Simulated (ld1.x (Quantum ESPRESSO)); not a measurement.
# What the settings do to the RRKJ potential of Se (Z = 34)

Base potential:

ld1.x (Quantum ESPRESSO) 7.5 input, shortened:

```
&input
   title='Se', zed=34., rel=1, dft='PBE', iswitch=3,
   config='[Ar] 3d10 4s2 4p2'
 /
 &inputp
   pseudotype=2, tm=.false., rho0=0.001, lloc=2,
   nlcc=.true., rcore=0.60
 /
3
3S  1  0   2.00   0.00  0.65  0.65  0.0
3P  2  1   6.00   0.00  0.85  0.85  0.0
3D  3  2  10.00   0.00  1.05  1.05  0.0
 &test
   configts(1)='3s2 3p6 3d10 4s2 4p2'
 /
```

Occupied shells without a wave of their own: 4p, 4s. They enter only through the test configuration that unscreens the potential, and ld1.x also counts them in the model core charge.

Cutoffs, loose and tight: the cutoffs (Ry, on a coarse ladder) from which the occupation-weighted sum of valence levels, in a spherical-Bessel basis at the reference potential, stays within 10 and 1 mRy of its value at 400 Ry. They do not see the model core or the augmentation charge, which bear on the density cutoff. Test errors are all-electron minus pseudo excitation energies from the reference, over the configurations 3s2 3p6 3d10 4s2 4p4; 3s2 3p6 3d10 4s2 4p3; 3s2 3p6 3d10 4s2 4p1; 3s2 3p6 3d9 4s2 4p5; 3s2 3p6 3d9 4s2 4p4; 3s2 3p5 3d10 4s2 4p4; 3s2 3p6 3d10 4s2 4p0. A dash means not determined; rows that change the core or the reference have their own tests.

With those shells counted twice in exchange and correlation these files are broken, and their errors move erratically; no question is asked of them.

A true bound ghost makes a file unfit for plane-wave use even where its test errors are small: the radial tests pick states by their node count and pass the ghost by. Where a test does run into it, the solver fails or the error is huge.

| change | outcome | cutoff, loose | cutoff, tight | bound ghosts | largest test error (meV) |
| --- | --- | --- | --- | --- | --- |
| base | generated, misses its reference levels by 1.59 eV | over 300 Ry | over 300 Ry | none | no test is counted, since the test run did not reproduce the reference configuration |
| local potential the s channel | generated, misses its reference levels by 0.44 eV | over 300 Ry | over 300 Ry | none | -1075 |
| wave 3s (bound): rc 0.65 bohr becomes 3s (bound): rc 0.84 bohr | failed: the pseudo-atom did not reach self-consistency | – | – | – | – |
| wave 3p (bound): rc 0.85 bohr becomes 3p (bound): rc 0.88 bohr | generated, misses its reference levels by 1.59 eV | over 300 Ry | over 300 Ry | none | no test is counted, since the test run did not reproduce the reference configuration |
| reference 3s2 3p6 3d10 4s2 4p4 | failed: run_pseudo: Errors in PS-KS equation | – | – | – | – |
| all radii but the core radius scaled by about 1.37 (s 0.90, p 1.16, d 1.44 bohr) | failed: the pseudo-atom did not reach self-consistency | – | – | – | – |
| core correction none | failed: run_pseudo: Errors in PS-KS equation | – | – | – | – |
| core [Ar] 3d10, valence charge 6; reference 4s2 4p2; waves now 4p (bound): rc 1.15 bohr; 4s (bound): rc 1.55 bohr; local potential the s channel; core correction none | generated | 90 Ry | 140 Ry | p | +211 |
| type PAW; waves now 3s (bound): rc 0.65 bohr; 4s (bound): rc 0.65 bohr; 3p (bound): rcut 0.80, rcutus 0.85 bohr; 4p (bound): rcut 0.80, rcutus 0.85 bohr; 3d (bound): rcut 0.90, rcutus 1.05 bohr; 3d channel at -4.25 Ry: rcut 0.90, rcutus 1.05 bohr; local potential all-electron potential smoothed inside 0.55 bohr (lloc = -1); augmentation PSQ, radius 0.70 bohr; rho0 0 | failed: invmat: error in DGETRF | – | – | – | – |
| wave 3d (bound): rc 1.05 bohr becomes 3d (bound): rc 1.54 bohr | failed: the pseudo-atom did not reach self-consistency | – | – | – | – |
| core [Ne] 3s2, valence charge 22; reference 3p6 3d10 4s2 4p2; waves now 4s (bound): rc 1.60 bohr; 3p (bound): rc 0.80 bohr; 3d (bound): rc 0.90 bohr; core correction a·sin(br)/r model core inside 0.75 bohr | generated, misses its reference levels by 0.47 eV | 300 Ry | over 300 Ry | s | -1050 over the solved tests; 2 of 7 tests not solved or not reliable |
| type TM; local potential the s channel; rho0 0 | generated, misses its reference levels by 0.44 eV | over 300 Ry | over 300 Ry | none | -1176 |
